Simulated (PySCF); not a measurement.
# Radial density of V⁺ (vanadium, charge +1)

HSE06, [Ar] 3d3 4p1, one real determinant (an excited configuration). Calculation: PySCF 2.14, in def2-QZVPPD; no relativity, point nucleus.

```csv
r (bohr),4πr²ρ (e/bohr),4πr²(ρα − ρβ)
0.00118,0.1346,0.0000
0.00198,0.3669,0.0000
0.00333,0.9758,-0.0001
0.00560,2.487,-0.0002
0.00941,5.904,-0.0004
0.0158,12.45,-0.0008
0.0266,21.56,-0.0010
0.0448,27.26,0.0006
0.0753,23.19,0.0084
0.127,21.86,0.0312
0.213,29.63,0.1297
0.359,17.09,0.6102
0.603,9.572,1.7524
1.01,10.46,2.1317
1.71,2.621,1.1049
2.87,0.5358,0.5060
4.83,0.1719,0.1719
8.12,0.006665,0.0067
```

⟨L²⟩ = 14.01 against 20 for a pure G term, so this real determinant mixes terms.
